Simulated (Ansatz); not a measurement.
A nudged elastic band was laid between two geometries of GeH4O2Si (8 atoms, charge 0, multiplicity 1).

All numbers below come from RKS PBE0/def2-SVP in Ansatz 0.2.0.

```json
{"movable images": "9", "climbing image": "yes", "spring": "5.0 eV/Å²", "optimiser": "quadratic models (default)", "start path": "through a guess of the saddle point", "force threshold": "0.05 eV/Å", "iteration limit": "60", "end points": "relaxed"}
```

Initial state:

```xyz
8
Properties=species:S:1:pos:R:3
O -1.013 1.860 -0.662
Ge 0.009 0.870 0.392
O 1.194 -0.208 -0.594
Si 0.296 -1.377 0.219
H -1.566 1.341 -1.256
H 0.774 1.899 1.226
H 1.007 -2.213 1.228
H -0.608 -2.228 -0.609
```

Final state:

```xyz
8
Properties=species:S:1:pos:R:3
O -0.696 1.685 -0.476
Ge 0.152 0.871 1.506
O 1.339 0.071 0.277
Si 0.219 -1.217 0.408
H -1.419 1.146 -0.823
H 0.102 1.356 -0.930
H 0.837 -2.486 0.898
H -0.442 -1.483 -0.916
```

Q: What changes between the two ends?

A: Bonds broken: Ge2–H6. Bonds formed: O1–H6.

Q: Give the energies along the band, and the barrier.

A: It converged. The highest image is number 4 of 0 to 10, 2.16 eV above the first end and 1.96 eV above the last; the last end lies 0.19 eV above the first. The profile has 2 maxima (images 4, 8) with wells between them (image 7): this band takes more than one step, which may be the mechanism or a detour left from its start path. Neighbouring images differ by up to 1.6 eV, so the band resolves the path poorly. A vibrational analysis at the climbing image gives one clearly imaginary mode, 1374i cm⁻¹: a first-order saddle point. The orbitals stay closed-shell, which can raise the energy where a bond breaks towards radicals; this wasn't checked here.

```
image  path coordinate (Å)  energy (eV)  Ge2–H6 (Å)  O1–H6 (Å)
    0                 0.00         0.00        1.53       2.60
    1                 0.57         0.05        1.53       2.63
    2                 1.14         0.15        1.54       2.61
    3                 1.71         0.95        1.53       2.11
    4                 2.28         2.16        1.62       1.47
    5                 2.98         0.54        2.22       0.98
    6                 3.68         0.27        2.67       0.97
    7                 4.38         0.24        2.80       0.97
    8                 5.09         0.26        2.75       0.97
    9                 5.79         0.23        2.68       0.97
   10                 6.49         0.19        2.48       0.98
```

Q: What is the geometry of the highest image?

A: 
```xyz
8
Properties=species:S:1:pos:R:3
O -1.043 1.772 -0.340
Ge 0.188 0.741 0.826
O 1.093 -0.276 -0.500
Si 0.271 -1.506 0.288
H -0.824 1.586 -1.269
H 0.141 2.291 0.368
H 1.092 -2.495 1.042
H -0.826 -2.170 -0.471
```

Time of the run: 5 min on 2 threads of Arm Neoverse V2, on a shared host, peak memory 0.21 GiB.
